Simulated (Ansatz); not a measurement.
`[OH][Al]([F])[F]` and `[F][Al]([F])[SeH]` differ in one element.

Ansatz, PBE0-D4/def2-TZVP geometries, multiplicity 1. Each molecule was computed in one conformer, which needn't be the lowest.

Scalar relativity is left out up to krypton.

```json
{"property": "size of the dipole moment (ωB97M-V/def2-TZVPP) / D", "`[OH][Al]([F])[F]`": "1.95"}
{"property": "size of the dipole moment (B3LYP/def2-TZVPP) / D", "`[OH][Al]([F])[F]`": "1.96"}
{"property": "HOMO energy (ωB97M-V/def2-TZVPP) / eV", "`[OH][Al]([F])[F]`": "-12.45"}
{"property": "HOMO energy (PBE0/def2-TZVPP) / eV", "`[OH][Al]([F])[F]`": "-9.95"}
{"property": "LUMO energy (PBE/def2-TZVPP) / eV", "`[OH][Al]([F])[F]`": "-1.97"}
{"property": "LUMO energy (B3LYP/def2-TZVPP) / eV", "`[OH][Al]([F])[F]`": "-1.47"}
```

What does the change do to each property? (An estimate is asked.)

Ansatz gave: 
```csv
property,`[F][Al]([F])[SeH]`,shift
size of the dipole moment (ωB97M-V/def2-TZVPP) / D,1.28,-0.67
size of the dipole moment (B3LYP/def2-TZVPP) / D,1.39,-0.57
HOMO energy (ωB97M-V/def2-TZVPP) / eV,-10.03,2.42
HOMO energy (PBE0/def2-TZVPP) / eV,-7.91,2.04
LUMO energy (PBE/def2-TZVPP) / eV,-2.01,-0.04
LUMO energy (B3LYP/def2-TZVPP) / eV,-1.48,-0.01
```

With PBE0 the HOMO rises by 2.04 eV and the LUMO falls by 0.08 eV, so the gap narrows by about 2.12 eV. PBE moves the HOMO by 1.45 eV and ωB97M-V by 2.42 eV. Dipoles are sizes alone; their direction can turn.

B3LYP here is the variant with VWN-RPA as its local correlation; programs differ in this.

Spin–orbit coupling is left out; it splits and shifts lone-pair levels of the heavy atoms by tenths of an eV.
